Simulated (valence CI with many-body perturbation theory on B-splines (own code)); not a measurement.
Results of a calculation; reference values are marked as such.
## Energy levels of Fe19+

Level of theory: relativistic CI+MBPT: five valence electrons over a frozen Dirac-Fock core [He], radial functions for each j: 9 s, 9 p, 8 d, 6 f, 3 g, 1 h, with the one-electron correlation potential Σ1, the two-electron term Σ2, the three-electron term Σ3, Breit, model QED; selected CI, second order for the rest (own B-spline code, finite nucleus).

No measured spectrum was set against this ion. As an estimate, levels of excited configurations hold to 0.05 to 0.15 % of their energy, terms of the ground configuration to about 0.5 %. Among the levels kept, up to 2100 cm⁻¹ of a level comes from second order outside the variational space, and about a tenth of that is noise between levels of different J, which matters for small intervals.

Levels 46 to 83 of 83, with energies above the lowest level, 2s2 2p3 4S°_3/2. "Leading %" is the weight of the configuration and term that name the level; weights of strongly mixed levels are sums over their largest components and can fall short. In the jj column 3d3/2^4 stands for four electrons in 3d with j = 3/2.

```
No.  Configuration  Term    J  E (eV)  Leading %      g                     Leading jj     Second component
 46     2s2 2p2 3d    4F  7/2  956.31         71  1.277  2s^2 2p1/2 2p3/2 3d5/2 (89 %)   24 % 2s2 2p2 3d 4D
 47     2s2 2p2 3d    4D  1/2  957.24         81  0.172  2s^2 2p1/2 2p3/2 3d3/2 (98 %)   14 % 2s2 2p2 3d 2P
 48     2s2 2p2 3d    4F  5/2  957.25         41  1.065  2s^2 2p1/2 2p3/2 3d3/2 (78 %)   35 % 2s2 2p2 3d 2F
 49     2s2 2p2 3p   2P°  3/2  959.03         58  1.370      2s^2 2p3/2^2 3p3/2 (60 %)   20 % 2s 2p3 3s 4S°
 50     2s2 2p2 3d    4D  3/2  960.36         49  1.254  2s^2 2p1/2 2p3/2 3d5/2 (79 %)   29 % 2s2 2p2 3d 2P
 51     2s2 2p2 3d    4D  7/2  960.64         38  1.254  2s^2 2p1/2 2p3/2 3d3/2 (51 %)   36 % 2s2 2p2 3d 2F
 52     2s2 2p2 3d    2F  5/2  960.83         52  1.143  2s^2 2p1/2 2p3/2 3d5/2 (88 %)   26 % 2s2 2p2 3d 4P
 53     2s2 2p2 3d    4F  9/2  960.97         82  1.296  2s^2 2p1/2 2p3/2 3d5/2 (72 %)   16 % 2s2 2p2 3d 2G
 54      2s 2p3 3s   4S°  3/2  962.14         62  1.833     2s 2p1/2 2p3/2^2 3s (31 %)  14 % 2s2 2p2 3p 2P°
 55     2s2 2p2 3p   2P°  1/2  964.42         92  0.666      2s^2 2p3/2^2 3p1/2 (85 %)                     
 56     2s2 2p2 3d    4P  5/2  965.11         42  1.423  2s^2 2p1/2 2p3/2 3d5/2 (40 %)   36 % 2s2 2p2 3d 4D
 57     2s2 2p2 3p   2P°  3/2  966.21         77  1.324      2s^2 2p3/2^2 3p3/2 (85 %)   6 % 2s2 2p2 3p 2D°
 58     2s2 2p2 3d    4P  3/2  966.56         71  1.577  2s^2 2p1/2 2p3/2 3d3/2 (60 %)   10 % 2s2 2p2 3d 4D
 59     2s2 2p2 3d    2P  1/2  966.84         55  1.331  2s^2 2p1/2 2p3/2 3d5/2 (45 %)   27 % 2s2 2p2 3d 4P
 60     2s2 2p2 3d    4P  1/2  967.72         55  1.732  2s^2 2p1/2 2p3/2 3d3/2 (55 %)   32 % 2s2 2p2 3d 2P
 61     2s2 2p2 3d    2F  7/2  969.25         44  1.158      2s^2 2p3/2^2 3d5/2 (39 %)   25 % 2s2 2p2 3d 4D
 62     2s2 2p2 3d    2D  3/2  972.06         83  0.844  2s^2 2p1/2 2p3/2 3d5/2 (75 %)    8 % 2s2 2p2 3d 2P
 63     2s2 2p2 3d    2D  5/2  972.10         73  1.122  2s^2 2p1/2 2p3/2 3d5/2 (44 %)   23 % 2s2 2p2 3d 2F
 64      2s 2p3 3p    6P  3/2  974.48         94  2.357  2s 2p1/2 2p3/2^2 3p1/2 (46 %)                     
 65      2s 2p3 3p    6P  5/2  975.30         89  1.846  2s 2p1/2 2p3/2^2 3p1/2 (35 %)     6 % 2s 2p3 3p 4P
 66     2s2 2p2 3d    2G  7/2  977.10         40  1.127      2s^2 2p3/2^2 3d5/2 (48 %)   37 % 2s2 2p2 3d 2F
 67      2s 2p3 3p    6P  7/2  977.62         85  1.626  2s 2p1/2 2p3/2^2 3p3/2 (43 %)    5 % 2s2 2p2 3d 2G
 68     2s2 2p2 3d    2G  9/2  979.20         83  1.145      2s^2 2p3/2^2 3d5/2 (72 %)   16 % 2s2 2p2 3d 4F
 69     2s2 2p2 3d    2D  3/2  980.98         79  0.896      2s^2 2p3/2^2 3d3/2 (67 %)    5 % 2s2 2p2 3d 4P
 70     2s2 2p2 3d    2D  5/2  981.42         52  1.140      2s^2 2p3/2^2 3d3/2 (55 %)   24 % 2s2 2p2 3d 2F
 71     2s2 2p2 3d    2P  1/2  983.42         88  0.773  2s^2 2p1/2 2p3/2 3d5/2 (35 %)    4 % 2s2 2p2 3d 2S
 72     2s2 2p2 3d    2F  7/2  983.90         69  1.091      2s^2 2p3/2^2 3d3/2 (73 %)   23 % 2s2 2p2 3d 2G
 73      2s 2p3 3s   4D°  3/2  985.22         83  1.272     2s 2p1/2 2p3/2^2 3s (49 %)   12 % 2s 2p3 3s 4P°
 74      2s 2p3 3p    4P  3/2  985.32         91  1.729  2s 2p1/2^2 2p3/2 3p3/2 (41 %)                     
 75      2s 2p3 3p    4P  5/2  985.38         86  1.590  2s 2p1/2 2p3/2^2 3p3/2 (42 %)     7 % 2s 2p3 3p 6P
 76      2s 2p3 3s   4D°  1/2  985.42         87  0.162     2s 2p1/2^2 2p3/2 3s (52 %)    6 % 2s 2p3 3s 2P°
 77      2s 2p3 3s   4D°  5/2  985.47         81  1.406     2s 2p1/2 2p3/2^2 3s (63 %)   15 % 2s 2p3 3s 4P°
 78      2s 2p3 3p    4P  1/2  986.31         95  2.608  2s 2p1/2 2p3/2^2 3p3/2 (55 %)                     
 79     2s2 2p2 3d    2S  1/2  987.52         81  1.998      2s^2 2p3/2^2 3d3/2 (37 %)   10 % 2s2 2p2 3d 4P
 80     2s2 2p2 3d    2D  5/2  987.69         54  1.084      2s^2 2p3/2^2 3d5/2 (73 %)   37 % 2s2 2p2 3d 2F
 81     2s2 2p2 3d    2P  3/2  987.92         82  1.309      2s^2 2p3/2^2 3d5/2 (70 %)    7 % 2s2 2p2 3d 4P
 82      2s 2p3 3s   4D°  7/2  988.22         98  1.426     2s 2p1/2 2p3/2^2 3s (98 %)                     
 83      2s 2p3 3s   2D°  3/2  993.83         78  0.920     2s 2p1/2 2p3/2^2 3s (49 %)   13 % 2s 2p3 3s 2P°
```

Names give the largest LS component (configuration and term), which can be under half, so a name can repeat, a term be missing and a line seem to break the LS rules; names also repeat where a configuration has a term twice.

Where two levels of one J and parity lie close, their mixing, g and order are uncertain.
